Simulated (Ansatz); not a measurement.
`CC(C)[NH][Zr]([OH])([OH])[NH]C(C)C` from Hartree–Fock to CCSD(T)

```xyz
29

C    -2.841   -0.457   -0.133
C    -2.796    0.954    0.427
C    -3.163    1.975   -0.641
N    -1.479    1.224    0.974
Zr    0.155    0.042    1.294
O     1.289    1.034    2.523
O    -0.314   -1.731    1.958
N     1.036   -0.118   -0.552
C     2.132   -0.938   -1.029
C     3.196   -0.096   -1.719
C     2.729   -1.722    0.128
H    -2.610   -1.199    0.637
H    -2.114   -0.570   -0.944
H    -3.830   -0.686   -0.535
H    -3.551    1.020    1.226
H    -2.456    1.922   -1.474
H    -4.170    1.797   -1.029
H    -3.134    2.992   -0.239
H    -1.419    2.178    1.313
H     2.135    1.431    2.711
H    -0.280   -2.461    2.568
H     0.677    0.468   -1.296
H     1.758   -1.671   -1.763
H     4.005   -0.720   -2.111
H     3.622    0.624   -1.014
H     2.769    0.464   -2.555
H     3.137   -1.037    0.881
H     3.543   -2.365   -0.210
H     1.975   -2.355    0.605
```

Total charge 0; spin multiplicity 1. Correlated methods include outer-core shells of Zr, which these sets cover unevenly. Zr: def2 effective core potential. The structure was optimised at the PBE0-D4/def2-TZVP level. It is one conformer, not always the lowest. Frozen core, restricted reference, the Gaussian-basis code of Ansatz.

```tsv
basis	HF (Eh)	MP2 corr.	CCSD corr.	(T)	CCSD(T) total
def2-SVP	-542.67353	-1.84867	-1.94642	-0.06171	-544.68166
def2-TZVPP	-543.25765	-2.33266	-2.40092	-0.10077	-545.75934
def2-QZVPP	-543.28525	-2.51878	–	–	–
```
